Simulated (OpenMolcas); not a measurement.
**Multiplet structure of P IV**

* Program: OpenMolcas
* Method: SS-CASPT2, IPEA 0.25 Eh, imaginary shift 0.1 Eh (closed shells correlated: 2s 2p)
* Basis: ANO-RCC-VQZP [6s5p3d2f1g]
* Scalar Hamiltonian: DKH2, point nucleus
* Active space: 2 electrons in 8 orbitals (3s 3p 4s 4p)
* State averaging: 2S+1 = 3 even, 3 roots; 2S+1 = 1 even, 7 roots; 2S+1 = 3 odd, 3 roots; 2S+1 = 1 odd, 3 roots
* Spin-orbit coupling: RASSI with atomic mean-field integrals over the reference wave functions, term energies averaged over their components

Spin-free terms above the lowest, with the occupations of the reference (each correlating shell added to its valence partner):

```
Configuration  Term  E (cm⁻¹)      Occupations
          3s²    ¹S       0.0  3s 1.91 3p 0.09
        3s 3p   ³P°     67884  3s 1.00 3p 1.00
        3s 3p   ¹P°    107209  3s 1.00 3p 1.00
          3p²    ¹D    165079          3p 2.00
          3p²    ³P    165674          3p 2.00
```

With spin-orbit coupling, above the lowest level:

```json
{"Configuration": "3s²", "Term": "¹S", "J": "0", "E (cm⁻¹)": "0.0", "Measured (cm⁻¹)": "0.0", "g": "", "Term weight %": "100", "Second": ""}
{"Configuration": "3s 3p", "Term": "³P°", "J": "0", "E (cm⁻¹)": "67485", "Measured (cm⁻¹)": "67918", "g": "", "Term weight %": "100", "Second": ""}
{"Configuration": "3s 3p", "Term": "³P°", "J": "1", "E (cm⁻¹)": "67683", "Measured (cm⁻¹)": "68146", "g": "1.501", "Term weight %": "100", "Second": ""}
{"Configuration": "3s 3p", "Term": "³P°", "J": "2", "E (cm⁻¹)": "68083", "Measured (cm⁻¹)": "68615", "g": "1.501", "Term weight %": "100", "Second": ""}
{"Configuration": "3s 3p", "Term": "¹P°", "J": "1", "E (cm⁻¹)": "107211", "Measured (cm⁻¹)": "", "g": "1.000", "Term weight %": "100", "Second": ""}
{"Configuration": "3p²", "Term": "¹D", "J": "2", "E (cm⁻¹)": "164993", "Measured (cm⁻¹)": "158142", "g": "1.045", "Term weight %": "91", "Second": "9 ³P"}
{"Configuration": "3p²", "Term": "³P", "J": "0", "E (cm⁻¹)": "165275", "Measured (cm⁻¹)": "164941", "g": "", "Term weight %": "100", "Second": ""}
{"Configuration": "3p²", "Term": "³P", "J": "1", "E (cm⁻¹)": "165479", "Measured (cm⁻¹)": "165185", "g": "1.501", "Term weight %": "100", "Second": ""}
{"Configuration": "3p²", "Term": "³P", "J": "2", "E (cm⁻¹)": "165955", "Measured (cm⁻¹)": "165654", "g": "1.456", "Term weight %": "91", "Second": "9 ¹D"}
```

Against the 7 measured excited levels shown (Martin, Zalubas and Musgrove, J. Phys. Chem. Ref. Data 14, 751 (1985)) the mean absolute deviation is 1300 cm-1; the largest miss in energy is 3p² ¹D₂: computed 164993, measured 158142 cm⁻¹ (+4.3 %).

Over all roots computed the reference weight is 0.90 to 1.00; the roots of lowest weight are the least certain, and an intruder state may touch them. Some levels mix across a computed gap that differs much from the measured one, so their mixing is not that of the real levels. Active for correlation alone: 4p 4s; no level in the range computed is led by a configuration that fills them, so any true level of that kind is missing. The ¹D term of p² mixes with s d, which this space lacks. Measured partners are found by configuration, term and J. A level has none where our copy of the source lacks it or the pairing is in doubt (some pairs that miss far off the trend of their configuration count as doubtful), and it then counts in no deviation. Only configurations of the active space appear. The first state left out of the spin-orbit step lies near 230000 cm-1 above the lowest spin-free state of the reference (among the parities and spins computed), and the list stops at four fifths of that energy or lower.

The term weight is that of the spin-free term in the level, not the purity of its configuration. ° marks odd parity.
